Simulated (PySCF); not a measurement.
Unrelated species, one level of theory. Computed with TDDFT B3LYP/def2-SVPD, vertical, gas phase, core orbitals frozen in the response (PySCF). Geometries: PBE0-D3(BJ)/def2-SVP; one conformer of each isolated species. Triplets are in the Tamm–Dancoff approximation. Ions are computed without counter-ions or solvent.

**Question.** Rank by computed lowest singlet excitation energy, lowest first.
A. `[H][Si](C)(C)OC`
B. `CC(C)[Si@@H]([SiH3])O[SiH3]`
C. `CC(C)O[SiH]([SiH3])[SiH3]`
D. `[NH3]->[Cu+](<-[NH3])<-[NH3]`

**Answer.** D (4.19 eV), C (5.67 eV), B (6.00 eV), A (7.01 eV).

| SMILES | S1 (eV) | α (au) | LUMO (eV) | first f ≥ 0.01 (nm) | f (S1) | S1 mainly |
| --- | --- | --- | --- | --- | --- | --- |
| [NH3]->[Cu+](<-[NH3])<-[NH3] | 4.19 | 47.9 | -4.60 | 225 | 0.005 | H→L (98%) |
| CC(C)O[SiH]([SiH3])[SiH3] | 5.67 | 133.2 | -0.62 | 219 | 0.023 | H→L (94%) |
| CC(C)[Si@@H]([SiH3])O[SiH3] | 6.00 | 125.6 | -0.42 | 181 | 0.008 | H→L (98%) |
| [H][Si](C)(C)OC | 7.01 | 69.2 | 0.36 | 168 | 0.006 | H→L (92%) |

H and L stand for HOMO and LUMO.

- `[NH3]->[Cu+](<-[NH3])<-[NH3]`: for S1 the Löwdin share of copper is 82% in HOMO and 46% in LUMO.
- `CC(C)O[SiH]([SiH3])[SiH3]`: Löwdin shares by element: HOMO silicon 52%, oxygen 24% (atoms not listed hold the other 24%); LUMO silicon 61%, oxygen 6% (atoms not listed hold the other 33%).
- `CC(C)[Si@@H]([SiH3])O[SiH3]`: Löwdin shares by element: HOMO silicon 44% or more, oxygen 14%, carbon 14% or more (atoms not listed hold the other 29%); LUMO silicon 49%, oxygen 11% (atoms not listed hold the other 40%).
- `[H][Si](C)(C)OC`: Löwdin shares by element: HOMO oxygen 49%, carbon 21% or more, silicon 10% (atoms not listed hold the other 19%); LUMO carbon 27% or more, silicon 19%, hydrogen 8% or more (atoms not listed hold the other 47%).

Without π bonds the low states are Rydberg-like; a valence basis with one diffuse set may place them up to an eV too high.
